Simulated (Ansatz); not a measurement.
Geometry optimisation, RKS PBE/6-31G in Ansatz 0.2.0.

The input (input.yaml):

```yaml
crystal:
  periodic: [false, false, false]
  atoms:
    - { symbol: B, position_ang: [0.0, 0.0, 0.0] }
    - { symbol: C, position_ang: [0.0, 0.0, 1.6] }
    - { symbol: H, position_ang: [-0.9996, -0.3092, 1.9705] }
    - { symbol: H, position_ang: [0.7676, -0.7111, 1.9705] }
    - { symbol: H, position_ang: [0.232, 1.0203, 1.9705] }
    - { symbol: "N", position_ang: [1.3423, 0.0, -0.775] }
    - { symbol: H, position_ang: [1.8089, -0.9179, -1.0268] }
    - { symbol: H, position_ang: [1.7937, 0.9179, -1.0532] }
    - { symbol: F, position_ang: [-1.1431, 0.0, -0.66] }
basis:
  gaussian: { orbitals: "6-31G" }
hamiltonian:
  xc: pbe
relax:
  f_tol: 0.02
  max_steps: 40
```

Command:

```bash
$ ansatz run input.yaml --threads 1 --pin off --max-ram 2048MiB --backend cpu --events-out ev --progress --plain --runs-dir out
```

Question: Where does it end, and by what steps?

Answer: The forces met the threshold. Limits of this set-up: no polarisation functions. After 10 steps the energy has fallen by 1.462 eV; H8 moved furthest, 1.17 Å.

| step | energy less start (eV) | largest force component (eV/Å) | accepted |
| --- | --- | --- | --- |
| 0 | 0.0000 | 4.663 | yes |
| 1 | -0.3120 | 2.240 | yes |
| 2 | -0.5183 | 0.843 | yes |
| 3 | -0.7476 | 1.310 | yes |
| 4 | -1.0565 | 0.987 | yes |
| 5 | -1.2888 | 0.639 | yes |
| 6 | -1.4166 | 0.429 | yes |
| 7 | -1.4577 | 0.140 | yes |
| 8 | -1.4610 | 0.103 | yes |
| 9 | -1.4616 | 0.067 | yes |
| 10 | -1.4620 | 0.010 | yes |

```xyz
9
Properties=species:S:1:pos:R:3
B 0.138 0.222 0.038
C 0.030 -0.091 1.575
H -0.859 -0.716 1.782
H 0.914 -0.614 1.976
H -0.106 0.842 2.153
N 1.254 -0.087 -0.766
H 2.082 -0.545 -0.397
H 1.286 0.133 -1.759
F -0.937 0.855 -0.604
```

Whether the end is a true minimum wasn't checked by a vibrational analysis.

Run time: 15 s on 1 thread of Intel(R) Xeon(R) 6975P-C (Granite Rapids), with other jobs on the host, peak memory 0.16 GiB.
